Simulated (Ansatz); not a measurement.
TaN, closed-shell singlet (lowest of 2S+1 = 1, 3, 5, 7, 9 at CCSD(T)/def2-TZVPP on PBE0 minima; our sources give no spin for the ground state, which may be another), most abundant isotopes (180.9480 and 14.0031 u). Constants from fifth-degree fits in 1/R to seven points on the lowest solution found; no spin–orbit coupling, no relativity up to Kr; ω_e x_e and α_e move by some per cent with the fit.

Correlated levels freeze the inner cores; with def2 sets outer-core shells near the valence are correlated too. CBS(a, b) extrapolates the correlation energy as X⁻³ and adds the Hartree–Fock energy of set b.

Codes used: Ansatz (Gaussian basis) for Hartree–Fock, density functionals and correlated methods.  In def2 rows elements past Kr take small-core potentials, without spin–orbit coupling.

| level | r_e (Å) | ω_e (cm⁻¹) | ω_e x_e (cm⁻¹) | α_e (cm⁻¹) |
|---|---|---|---|---|
| PBE/def2-TZVPP | 1.6864 | 1093.5 | 3.41 | 0.00199 |
| CCSD(T)/CBS(def2-TZVPP, def2-QZVPP) | 1.6863 | 1079.0 | 3.57 | 0.00209 |

Derive the rotational constants, the centrifugal constant, the fundamental, the zero-point energy and the force constant.


μ = 12.99725 u.
- PBE/def2-TZVPP: B_e = 16.8576/(μ r_e²) = 0.45608 cm⁻¹; B₀ = B_e − α_e/2 = 0.45509 cm⁻¹; D = 4B_e³/ω_e² = 3.17e-07 cm⁻¹; fundamental ω_e − 2ω_e x_e = 1087 cm⁻¹; zero-point energy ω_e/2 − ω_e x_e/4 = 546 cm⁻¹; k = μ(2πcω_e)² = 916 N/m; the line J = 1 ← 0 at 2B₀ = 27.29 GHz
- CCSD(T)/CBS(def2-TZVPP, def2-QZVPP): B_e = 16.8576/(μ r_e²) = 0.45610 cm⁻¹; B₀ = B_e − α_e/2 = 0.45505 cm⁻¹; D = 4B_e³/ω_e² = 3.26e-07 cm⁻¹; fundamental ω_e − 2ω_e x_e = 1072 cm⁻¹; zero-point energy ω_e/2 − ω_e x_e/4 = 539 cm⁻¹; k = μ(2πcω_e)² = 892 N/m; the line J = 1 ← 0 at 2B₀ = 27.28 GHz

Doubts at one or more of the structures used: a restricted determinant that unrestricted orbitals would lower (CCSD(T)/CBS(def2-TZVPP, def2-QZVPP)).

Ansatz is a program for electronic structure.
